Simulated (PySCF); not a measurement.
Species: C₇H₇FO.
SMILES with atom numbers: `[OH:1][CH2:2][c:3]1[cH:4][cH:5][cH:6][cH:7][c:8]1[F:9]` (hydrogens: H10 on O1; H11, H12 on C2; H13 on C4; H14 on C5; H15 on C6; H16 on C7)

Computed with PySCF at PBE0/pcSseg-1 and wB97X-D/def2-SVPD, non-relativistic, on one gas-phase PBE0-D3(BJ)/def2-SVP geometry that isn't relaxed in the solvent. The solvent is an IEF-PCM continuum (van der Waals radii × 1.2). Only the electrostatic response of the medium enters.

Gas phase at PBE0/pcSseg-1: HOMO -7.17 eV, LUMO -0.52 eV, dipole 1.62 D.

**Question.** What does the continuum do to the energy, the frontier levels and the dipole at PBE0/pcSseg-1 in cyclohexane, chloroform and tetrahydrofuran?

**Answer.** 
| solvent | ε | E(solvent) − E(gas) (kcal/mol) | polarisation term (kcal/mol) | distortion of the solute (kcal/mol) | HOMO (eV) | LUMO (eV) | dipole (D) |
| --- | --- | --- | --- | --- | --- | --- | --- |
| cyclohexane | 2.017 | -2.34 | -2.43 | 0.09 | -7.14 | -0.48 | 1.77 |
| chloroform | 4.711 | -4.27 | -4.56 | 0.29 | -7.13 | -0.46 | 1.88 |
| tetrahydrofuran | 7.426 | -4.92 | -5.31 | 0.39 | -7.13 | -0.46 | 1.93 |

The polarisation term is half the interaction of the solute with the surface charges that it induces; the rest is the cost of distorting the solute's density. The sum is the electrostatic part of solvation alone. From cyclohexane to tetrahydrofuran the lowering changes by a factor 2.10, Onsager's factor (ε − 1)/(2ε + 1) by 2.01 and ε itself by 3.7.

**Question.** Which radius a makes the point-dipole formula ΔE = −[(ε − 1)/(2ε + 1)]·μ²/a³ give the value in tetrahydrofuran, with the gas-phase dipole?

**Answer.** μ = 0.639 au and |ΔE| = 0.00785 Eh give a = 1.46 Å; the farthest nucleus lies 3.36 Å from the centroid of the nuclei, so such a sphere wouldn't even hold the nuclei. The formula assumes a rigid point dipole at the centre of a sphere.

**Question.** Which Hirshfeld charges (PBE0/pcSseg-1) respond most in chloroform (means over atoms taken as equivalent)?

**Answer.** 
```csv
atoms,environment,gas (e),solvent (e),change
O1,alcohol oxygen,-0.215,-0.227,-0.012
H10,hydroxyl hydrogen,+0.166,+0.175,+0.009
F9,aryl fluorine,-0.073,-0.079,-0.006
H15,aromatic hydrogen,+0.054,+0.059,+0.005
H14,aromatic hydrogen,+0.051,+0.056,+0.005
H16,aromatic hydrogen,+0.056,+0.060,+0.004
C8,aromatic C–F carbon,+0.083,+0.079,-0.004
C5,aromatic CH carbon,-0.056,-0.059,-0.003
C6,aromatic CH carbon,-0.047,-0.049,-0.002
C7,aromatic CH carbon,-0.070,-0.072,-0.002
H13,aromatic hydrogen,+0.046,+0.048,+0.002
H11/H12,methylene hydrogen,+0.042,+0.045,+0.003
```

Gas phase at wB97X-D/def2-SVPD: HOMO -8.96 eV, LUMO 1.15 eV, dipole 1.69 D.

**Question.** What does the continuum do to the energy, the frontier levels and the dipole at wB97X-D/def2-SVPD in cyclohexane and chloroform?

**Answer.** 
| solvent | ε | E(solvent) − E(gas) (kcal/mol) | polarisation term (kcal/mol) | distortion of the solute (kcal/mol) | HOMO (eV) | LUMO (eV) | dipole (D) |
| --- | --- | --- | --- | --- | --- | --- | --- |
| cyclohexane | 2.017 | -2.35 | -2.45 | 0.10 | -8.92 | 1.20 | 1.87 |
| chloroform | 4.711 | -4.30 | -4.66 | 0.36 | -8.91 | 1.23 | 2.02 |

**Question.** How does the static polarisability (wB97X-D/def2-SVPD, frozen core, with the continuum's full static response) change?

**Answer.** 
```tsv
medium	isotropic (au)	principal values (au)	⟨r²⟩ of the electrons (bohr²)
gas	84.6	55.6, 92.6, 105.6	1176.3
cyclohexane	95.8	61.8, 106.0, 119.5	1176.2
chloroform	106.3	69.0, 118.6, 131.4	1176.0
```

The isotropic value in chloroform is 1.26 times the gas-phase one; no cavity-field correction is applied. ⟨r²⟩ is taken about the centre of nuclear charge.

Shape of the structure used: `[OH:1][CH2:2][c:3]1[cH:4][cH:5][cH:6][cH:7][c:8]1[F:9]`: O1–C2–C3–C4 19°, H–O1–C2–C3 64°.

Note: wB97X-D ran without an empirical dispersion term, which enters the total energy and its gradient alone.
